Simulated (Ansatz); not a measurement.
`BC([SiH3])BCl` and `BC([SiH3])[SiH2]F` differ in one atom or group.

Ansatz, PBE0-D4/def2-TZVP geometries, multiplicity 1. Each molecule was computed in one conformer, which needn't be the lowest.

```tsv
property	`BC([SiH3])BCl`
LUMO energy (B3LYP/def2-TZVPP) / eV	-1.48
HOMO energy (B3LYP/def2-TZVPP) / eV	-8.26
HOMO–LUMO gap (ωB97M-V/def2-TZVPP) / eV	11.39
HOMO–LUMO gap (PBE0/def2-TZVPP) / eV	7.19
HOMO–LUMO gap (PBE/def2-TZVPP) / eV	4.85
LUMO energy (PBE0/def2-TZVPP) / eV	-1.31
```

Problem. Give the same properties after the change, and the shifts. (Estimate.)

Solution. Computed: 
```json
{"property": "LUMO energy (B3LYP/def2-TZVPP) / eV", "`BC([SiH3])[SiH2]F`": "-1.77", "shift": "-0.29"}
{"property": "HOMO energy (B3LYP/def2-TZVPP) / eV", "`BC([SiH3])[SiH2]F`": "-8.61", "shift": "-0.35"}
{"property": "HOMO–LUMO gap (ωB97M-V/def2-TZVPP) / eV", "`BC([SiH3])[SiH2]F`": "11.33", "shift": "-0.06"}
{"property": "HOMO–LUMO gap (PBE0/def2-TZVPP) / eV", "`BC([SiH3])[SiH2]F`": "7.22", "shift": "0.03"}
{"property": "HOMO–LUMO gap (PBE/def2-TZVPP) / eV", "`BC([SiH3])[SiH2]F`": "4.94", "shift": "0.09"}
{"property": "LUMO energy (PBE0/def2-TZVPP) / eV", "`BC([SiH3])[SiH2]F`": "-1.57", "shift": "-0.26"}
```

B3LYP here is the variant with VWN-RPA as its local correlation; programs differ in this.
